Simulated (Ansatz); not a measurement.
Computed with Ansatz on PBE0-D4/def2-TZVP structures; ΔE is electronic, products minus reactants. CCSD(T)/CBS adds triple-zeta CCSD(T) − MP2 to the extrapolated MP2 energy (def2 sets, frozen cores). This one scheme is used for every species. DFT in def2-TZVPP. B3LYP here is the variant with VWN-RPA as its local correlation; programs differ in this. For Br outer-core shells are correlated without core-valence functions, which leaves a few kJ/mol of doubt a bond. Scalar relativity is left out up to krypton. One conformer a species, not always the lowest.

Consider the ligand exchange at the Si–Cl bond: `N[SiH](Cl)Br` + CH₃OH → `CO[SiH](N)Br` + HCl.

`N[SiH](Cl)Br`:

Z-matrix (Å, degrees):
```
Si
Cl 1 2.041
Br 1 2.226 2 107.2
N 1 1.693 2 107.6 3 124.3
H 1 1.473 2 110.9 3 -115.4
H 4 1.008 1 120.2 2 -44.6
H 4 1.008 1 119.6 2 170.1
```

CH₃OH:

Cartesian coordinates in Å:
```
C 0.253 0.115 -0.223
O -0.849 -0.653 0.203
H 0.481 -0.191 -1.244
H 1.146 -0.059 0.391
H 0.036 1.190 -0.229
H -1.066 -0.402 1.102
```

`CO[SiH](N)Br`:

Z-matrix (Å, degrees):
```
C
O 1 1.411
H 1 1.091 2 108.0
H 1 1.094 2 111.0 3 -119.4
H 1 1.096 2 111.5 3 119.3
Si 2 1.631 1 124.5 3 -174.3
Br 6 2.229 2 107.6 1 -58.4
N 6 1.689 2 112.9 1 -177.4
H 6 1.479 2 110.0 1 59.5
H 8 1.007 6 120.8 2 -80.1
H 8 1.006 6 121.7 2 72.6
```

HCl:

Z-matrix (Å, degrees):
```
Cl
H 1 1.279
```

```csv
level,ΔE (kJ/mol),difference from CCSD(T)/CBS
r2SCAN-D4,-8.7,2.7
PBE0-D4,-4.0,7.4
B2PLYP,-11.7,-0.3
r2SCAN,-7.7,3.7
B3LYP,-9.1,2.3
CCSD/def2-TZVPP,-16.3,-4.9
HF/def2-QZVPP,-14.9,-3.5
SCS-MP2/def2-QZVPP,-12.0,-0.6
HF/CBS(def2),-15.1,-3.7
CCSD/CBS(def2),-11.8,-0.4
CCSD(T)/CBS,-11.4,0
```

Largest T1 diagnostic among the species: 0.009.

The D4 term adds −3.3 kJ/mol with B3LYP and −2.1 kJ/mol with PBE0; it sums over pairs of atoms, weighted by their polarisabilities, and B3LYP, whose exchange is more repulsive, gets the larger term.
